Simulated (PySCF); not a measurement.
Correlation energy of Re⁺ (rhenium, charge +1)

[Xe] 4f14 5d5 6s1, high-spin 7S determinant. Computed with PySCF 2.14 in x2c-TZVPPall, with the spin-free X2C one-electron Hamiltonian (Gaussian nucleus). Frozen: [Xe] 4f14; 6 electrons correlated.

```csv
level,correlation energy (mhartree)
CCSD,-75.43
(T),-1.41
CCSD(T),-76.84
```

Diagnostics: T1 = 0.0039, D1 = 0.0104, largest double amplitude 0.027.

Cost of the coupled-cluster step: about 8 core-seconds, for 6 correlated electrons.

Iterations:

```
CC2 = 0
CCSD nocc = (np.int64(6), np.int64(0)), nmo = (63, 63)
frozen orbitals [[0, 1, 2, 3, 4, 5, 6, 7, 8, 9, 10, 11, 12, 13, 14, 15, 16, 17, 18, 19, 20, 21, 22, 23, 24, 25, 26, 27, 28, 29, 30, 31, 32, 33], [0, 1, 2, 3, 4, 5, 6, 7, 8, 9, 10, 11, 12, 13, 14, 15, 16, 17, 18, 19, 20, 21, 22, 23, 24, 25, 26, 27, 28, 29, 30, 31, 32, 33]]
max_cycle = 100
direct = 0
conv_tol = 1e-08
conv_tol_normt = 1e-06
diis_space = 8
diis_start_cycle = 0
Init t2, MP2 energy = -0.0681767409111091
Init E_corr(UCCSD) = -0.0681767409116127
cycle = 1  E_corr(UCCSD) = -0.0743829337138672  dE = -0.0062061928  norm(t1,t2) = 0.0211023
cycle = 2  E_corr(UCCSD) = -0.0751676522174175  dE = -0.000784718504  norm(t1,t2) = 0.00652426
cycle = 3  E_corr(UCCSD) = -0.0754498014040917  dE = -0.000282149187  norm(t1,t2) = 0.00260498
cycle = 4  E_corr(UCCSD) = -0.0754321741796073  dE = 1.76272245e-05  norm(t1,t2) = 0.000244952
cycle = 5  E_corr(UCCSD) = -0.0754336702678128  dE = -1.49608821e-06  norm(t1,t2) = 3.45524e-05
cycle = 6  E_corr(UCCSD) = -0.0754336714664162  dE = -1.19860341e-09  norm(t1,t2) = 4.68664e-06
cycle = 7  E_corr(UCCSD) = -0.0754336833205023  dE = -1.18540861e-08  norm(t1,t2) = 4.15201e-07
cycle = 8  E_corr(UCCSD) = -0.0754336824370485  dE = 8.83453727e-10  norm(t1,t2) = 5.11159e-08
UCCSD converged
E(UCCSD) = -16688.08333565732  E_corr = -0.07543368243704854
UCCSD(T) correction = -0.00141246326599283
```
